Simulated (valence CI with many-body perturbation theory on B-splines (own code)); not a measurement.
Results of a calculation; reference values are marked as such.
**Hyperfine factors and g values of Kr²⁺**

Level of theory: configuration interaction combined with many-body perturbation theory (CI+MBPT): six valence electrons over a frozen Dirac-Fock core [Ar] 3d10, a basis of 9 s, 9 p, 8 d, 6 f, 3 g, 1 h functions for each j, with the one-electron correlation potential Σ1 (screened to all orders), the two-electron term Σ2, the three-electron term Σ3, Breit, model QED; selected single and double excitations, second order for the rest, scaled by the run's own slope (own B-spline code, finite nucleus).

Set against measurement, 30 paired levels are off by 303 cm⁻¹ on average, the worst by 527. Among the levels kept, up to 1700 cm⁻¹ of a level comes from second order outside the variational space, and about a tenth of that is noise between levels of different J, which matters for small intervals.

A/g_I is the dipole constant over the nuclear g factor μ/I (μ in nuclear magnetons, uniformly magnetised nucleus), B/Q the quadrupole constant per barn. Both hold the static response of the core; the bare values leave it out. Large factors of s and p1/2 electrons are usually good to 5 to 10 %; those of open d and f shells near neutrality can be off by tens of per cent, and small factors of p3/2, d and f electrons come from cancelling terms and can be off by a factor of two or in sign, in half-filled shells by more. B is blank for J = 1/2, where it vanishes, and for nearly pure S terms. Energies count from the lowest level. Levels with J = 0 are left out.

Names give the largest LS component (configuration and term), which can be under half, so a name can repeat, a term be missing and a line seem to break the LS rules; names also repeat where a configuration has a term twice.

```tsv
Level	E (cm⁻¹)	g	A/g_I (MHz)	A/g_I bare	B/Q (MHz/b)	B/Q bare
4s²4p⁴ ³P_2	0.0	1.482	1030	883	1740	1540
4s²4p⁴ ³P_1	4534	1.501	-147	-194	-931	-818
4s²4p⁴ ¹D_2	14683	1.019	2080	1910	-3670	-3230
4s4p⁵ ³P°_2	115580	1.501	5610	5130	-1650	-1450
4s4p⁵ ³P°_1	119030	1.494	5270	4800	861	758
4s²4p³4d ⁵D°_1	137976	1.497	60.0	-2.65	-59.9	-35.0
4s²4p³4d ⁵D°_2	137992	1.494	78.0	13.9	-36.5	-21.3
4s²4p³4d ⁵D°_3	138013	1.494	83.8	20.6	47.4	29.1
4s²4p³4d ⁵D°_4	138140	1.496	15.7	-39.4	117	52.4
4s²4p³4d ¹P°_1	141597	1.005	2820	2600	-1250	-1090
4s²4p³5s ⁵S°_2	145376	1.991	1390	1180		
4s²4p³4d ³D°_2	147440	1.130	484	423	330	277
4s²4p³4d ³D°_3	148348	1.325	62.8	20.2	865	741
4s²4p³4d ³D°_1	148688	0.508	1310	1260	131	109
4s²4p³5s ³S°_1	151292	1.974	-953	-1060		
4s²4p³4d ³F°_2	153184	0.715	1460	1360	-2230	-1960
4s²4p³4d ³F°_3	154332	1.087	1170	1060	-2110	-1860
4s²4p³4d ³F°_4	155690	1.237	975	876	-2340	-2070
4s²4p³4d ³G°_3	159818	0.776	713	674	725	595
4s²4p³4d ³G°_4	160197	1.075	551	506	1140	960
4s²4p³4d ³G°_5	160879	1.200	1010	911	137	76.8
4s²4p³4d ¹G°_4	162694	1.013	1140	1040	141	82.8
4s²4p³5s ³D°_1	163079	0.560	25.1	52.8	645	566
4s²4p³5s ³D°_2	163436	1.182	1700	1580	1830	1610
4s²4p³5s ³D°_3	164814	1.333	2500	2280	-127	-113
4s²4p³5s ¹D°_2	165261	1.027	1290	1170	535	471
```

Task: Take the isotope of mass number 85, with I = 9/2, μ = -1.0055 μN and Q = 0.443 b. What is the hyperfine structure of 4s²4p⁴ ³P_2?

Result: From the table A = -231 MHz, B = 773 MHz. Shifts from the centre of gravity in MHz: F = 5/2: 2900, F = 7/2: 1750, F = 9/2: 468, F = 11/2: -803, F = 13/2: -1890.
